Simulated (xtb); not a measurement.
Br2Ge, triplet, at a GFN2-xTB geometry (the spin is typed, not shown lowest). Base run: xtb with GFN0-xTB.

Here is a job for xtb.
```
$ xtb mol.xyz --gfn 0 --uhf 2 --json

# file mol.xyz
3

Ge     0.01662620     0.00626078     1.00353305
Br     1.08727208    -1.65040649    -0.46661885
Br    -1.10247318     1.64468236    -0.45089707
```

The base run was repeated with changes; each row names its change, and settings that it needs were set with it.

```
change        ΔE vs base (kcal/mol)
------------  ---------------------
base                          0.000
etemp = 5000                 -16.47
acc = 30                      0.000
etemp = 10                    0.000
acc = 1000                    0.000
acc = 0.1                     0.000
etemp = 3000                  -5.92
```
